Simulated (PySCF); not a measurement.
Excitations are Tamm–Dancoff values on a coarser integration grid. The basis has no diffuse functions, so Rydberg states are missing or too high.

Cartesian coordinates (Å):
SMILES: B/C=C\C
```xyz
11

B      1.7533    -0.3692    -0.1508
C      0.7999     0.7272     0.3337
C     -0.5585     0.6715     0.2967
C     -1.4088    -0.4401    -0.2119
H      1.3482    -1.3974    -0.6286
H      2.9440    -0.2184    -0.0600
H      1.2180     1.6492     0.7550
H     -1.1245     1.5315     0.6813
H     -0.8214    -1.2805    -0.5965
H     -2.0741    -0.8029     0.5896
H     -2.0761    -0.0709    -1.0086
```
Charge 0, multiplicity 1.

### Question
What LUMO, dipole moment, T1 excitation (TDA), S1 excitation (TDA), HOMO, brightest of the four lowest singlets (TDA), HOMO–LUMO gap and S1–T1 gap (TDA) does PySCF with PBE-D3(BJ)/def2-TZVP give?

### Answer

```json
{
 "LUMO": "-2.92 eV",
 "dipole_moment": "2.03 D",
 "T1 excitation (TDA)": "3.29 eV",
 "S1 excitation (TDA)": "4.57 eV",
 "HOMO": "-6.87 eV",
 "brightest of the four lowest singlets (TDA)": "5.51 eV",
 "HOMO–LUMO gap": "3.96 eV",
 "S1–T1 gap (TDA)": "1.28 eV"
}
```
